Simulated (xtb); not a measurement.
C4HCoO4, charge -1, doublet, at the geometry of the source list (GFN-xTB shapes and energies of metal compounds can be far from the true ones) (the multiplicity is a formal guess), atoms displaced at random by about 0.05 Å a coordinate; xtb 6.7.1 with GFN1-xTB.

Input for xtb:
```
$ xtb mol.xyz --gfn 1 --chrg -1 --uhf 1 --opt extreme --json

# file mol.xyz
10

Co     0.18533273    -0.20385580     0.16899010
O      1.99097826     0.41615422    -2.16636038
C      1.28010170     0.20560725    -1.33421269
O      0.61861399     0.79603254     2.73510238
C      0.39785831     0.36750365     1.74089697
O     -1.66007003     1.98416322    -0.65983324
C     -0.77520629     1.11506462    -0.40836960
O     -1.97678372    -2.28831865    -0.56193841
C     -1.19117294    -1.40550603    -0.31497906
H      0.97296099    -1.29662361     0.41975993
```

The log (banner, timings and long lists left out):

```
   ID    Z sym.   atoms
    1   27 Co     1
    2    8 O      2, 4, 6, 8
    3    6 C      3, 5, 7, 9
    4    1 H      10

           -------------------------------------------------
          |                Calculation Setup                |
           -------------------------------------------------

           -------------------------------------------------
          |                 G F N 1 - x T B                 |
           -------------------------------------------------

          ...................................................
          :                      SETUP                      :
          :.................................................:
          :  # basis functions                  44          :
          :  # atomic orbitals                  43          :
          :  # shells                           21          :
          :  # electrons                        51          :
          :  # halogen bonds                     0          :
          :  max. iterations                   250          :
          :  Hamiltonian                  GFN1-xTB          :
          :  restarted?                      false          :
          :  GBSA solvation                  false          :
          :  PC potential                    false          :
          :  electronic temp.          300.0000000     K    :
          :  accuracy                    1.0000000          :
          :  -> integral cutoff          0.2500000E+02      :
          :  -> integral neglect         0.1000000E-07      :
          :  -> SCF convergence          0.1000000E-05 Eh   :
          :  -> wf. convergence          0.2000000E-04 e    :
          :  Broyden damping             0.4000000          :
          :  net charge                         -1          :
          :  unpaired electrons                  1          :
          ...................................................

 iter      E             dE          RMSdq      gap      omega  full diag
   1    -31.2744391 -0.312744E+02  0.126E+01    0.26       0.0  T
   2    -31.1383264  0.136113E+00  0.881E+00    0.14       1.0  T
   3    -31.4681450 -0.329819E+00  0.627E+00    0.29       1.0  T
   4    -31.5429953 -0.748503E-01  0.291E+00    0.06       1.0  T
   5    -31.6051147 -0.621194E-01  0.197E+00    0.27       1.0  T
   6    -31.6683104 -0.631957E-01  0.100E+00    0.16       1.0  T
   7    -31.6722788 -0.396837E-02  0.696E-01    0.08       1.0  T
[...]
 * total energy  :   -31.4197549 Eh     change       -0.3722981E-05 Eh
 * total energy  :   -31.4197602 Eh     change       -0.5233390E-05 Eh
 * total energy  :   -31.4197623 Eh     change       -0.2072274E-05 Eh
 * total energy  :   -31.4197630 Eh     change       -0.7182936E-06 Eh
 * total energy  :   -31.4197634 Eh     change       -0.3950519E-06 Eh
 * total energy  :   -31.4197637 Eh     change       -0.3424482E-06 Eh
 * total energy  :   -31.4197640 Eh     change       -0.3201013E-06 Eh
 * total energy  :   -31.4197644 Eh     change       -0.3211572E-06 Eh
 * total energy  :   -31.4197647 Eh     change       -0.3183252E-06 Eh
 * total energy  :   -31.4197648 Eh     change       -0.1051815E-06 Eh
 * total energy  :   -31.4197648 Eh     change       -0.2927432E-07 Eh
 * total energy  :   -31.4197648 Eh     change       -0.1092039E-07 Eh
   *** GEOMETRY OPTIMIZATION CONVERGED AFTER 43 ITERATIONS ***
         :: total energy             -31.419764813914 Eh    ::
[...]
                  HL-Gap            0.0422646 Eh            1.1501 eV
             Fermi-level           -0.1665063 Eh           -4.5309 eV

  Mulliken/CM5 charges         n(s)   n(p)   n(d)
     1Co   -0.43072 -0.17053   0.211  1.449  7.771
     2O    -0.41825 -0.46508   1.741  4.677  0.000
     3C     0.24167  0.24194   1.359  2.399  0.000
     4O    -0.41337 -0.46134   1.735  4.678  0.000
     5C     0.33756  0.30644   1.261  2.401  0.000
     6O    -0.40811 -0.45527   1.735  4.673  0.000
     7C     0.32087  0.29265   1.265  2.414  0.000
     8O    -0.42635 -0.47346   1.738  4.688  0.000
     9C     0.31005  0.27995   1.265  2.425  0.000
    10H    -0.11336 -0.09531   1.113  0.000  0.000

Wiberg/Mayer (AO) data.
largest (>0.10) Wiberg bond orders for each atom

 ---------------------------------------------------------------------------
     #   Z sym  total        # sym  WBO       # sym  WBO       # sym  WBO
 ---------------------------------------------------------------------------
     1  27 Co   5.546 --     5 C    1.173     9 C    1.144     7 C    1.132
                             3 C    0.779    10 H    0.692     4 O    0.183
                             8 O    0.170     6 O    0.167     2 O    0.106
     2   8 O    2.258 --     3 C    2.055     1 Co   0.106
     3   6 C    3.123 --     2 O    2.055     1 Co   0.779
     4   8 O    2.268 --     5 C    1.990     1 Co   0.183
     5   6 C    3.483 --     4 O    1.990     1 Co   1.173    10 H    0.104
     6   8 O    2.278 --     7 C    1.991     1 Co   0.167
     7   6 C    3.481 --     6 O    1.991     1 Co   1.132
     8   8 O    2.250 --     9 C    1.972     1 Co   0.170
     9   6 C    3.473 --     8 O    1.972     1 Co   1.144    10 H    0.107
    10   1 H    1.010 --     1 Co   0.692     9 C    0.107     5 C    0.104
 ---------------------------------------------------------------------------

Topologies differ in total number of bonds
Writing topology from bond orders to xtbtopo.mol

 dipole moment from electron density (au)
     X       Y       Z
  -0.1574  -0.0139   0.1087  total (Debye):    0.487

optimized geometry written to: xtbopt.xyz

           -------------------------------------------------
          | TOTAL ENERGY              -31.419764813914 Eh   |
          | GRADIENT NORM               0.000030555115 Eh/α |
          | HOMO-LUMO GAP               1.150079286521 eV   |
           -------------------------------------------------
```
